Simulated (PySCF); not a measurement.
Atoms are numbered as in `[CH3:1][c:2]1[cH:3][cH:4][cH:5][cH:6][cH:7]1`. Hydrogens are named by the atom that carries them.

How the numbers were obtained: GIAO B97-2/pcSseg-2 shieldings, coordinates at the PBE0-D3(BJ)/def2-TZVP level, in PySCF 2.14 (non-relativistic Hamiltonian, gas phase, one computed conformer, fast rotation and ring inversion assumed for equivalent nuclei).

Scale: TMS for 13C (185.38 ppm) and 1H (31.64 ppm) (reference shieldings calculated alike).

```csv
atoms,nucleus,count,δ (ppm)
C4/C6,13C,2,?
C1,13C,1,24.5
C3/C7,13C,2,?
H(C5),1H,1,?
H(C1),1H,3,2.45
H(C4)/H(C6),1H,2,7.53
C5,13C,1,131.8
C2,13C,1,146.0
H(C3)/H(C7),1H,2,7.47
```

Task: Fill in the missing shifts.

Result: 
- C3/C7: 135.7 ppm, aromatic CH; the aromatic region
- C4/C6: 135.1 ppm, aromatic CH; the aromatic region
- H(C5): 7.42 ppm, hydrogen on an aromatic CH; aromatic region

Shifts are as computed. Against solution values, carbons near 30 ppm lie about +3 ppm off and those near 130 ppm about +7 ppm. Of 1309 compounds with measured shifts, 239 miss one by over three times the rms of a fit or turn the order of signals round; such compounds aren't used in these exercises.
